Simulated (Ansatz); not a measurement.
Compare A (`Clc1cccc2ccccc12`) with its isomer B (`Clc1ccc2ccccc2c1`).

Computed with Ansatz on PBE0-D4/def2-TZVP structures; ΔE is electronic, products minus reactants. CCSD(T)/CBS adds triple-zeta CCSD(T) − MP2 to the extrapolated MP2 energy (def2 sets, frozen cores). Functionals use def2-TZVPP. B3LYP here is the variant with VWN-RPA as its local correlation; programs differ in this.

Q: Which is lower in electronic energy at CCSD(T)/CBS, and by how much? (An estimate is asked.)

A: Computed: B, by 0.1 kcal/mol. So small a gap doesn't settle the order.

Q: Give E(B) − E(A) in kcal/mol with B3LYP, CCSD/def2-TZVPP, BLYP-D4, r2SCAN-D4, B3LYP-D4, MP2/def2-TZVPP, HF/def2-TZVPP. (Best estimate.)

A: Computed: B3LYP -0.8, CCSD/def2-TZVPP -0.4, BLYP-D4 -0.2, r2SCAN-D4 -0.3, B3LYP-D4 -0.3, MP2/def2-TZVPP 0.1, HF/def2-TZVPP -1.4. The order is the other way round with MP2/def2-TZVPP.

Largest T1 diagnostic: 0.010.

Leaving LDA and LC-ωPBE aside and taking each functional with its dispersion term where it has one, the values, not all of them listed here, spread over 0.3 kcal/mol, from B2PLYP to revPBE-D4. LDA lies +0.7 kcal/mol from PBE without D4. In def2-TZVPP, CCSD(T) changes the Hartree–Fock value by +1.2 kcal/mol (the triples alone add +0.2 kcal/mol) and MP2 by +1.5 kcal/mol.
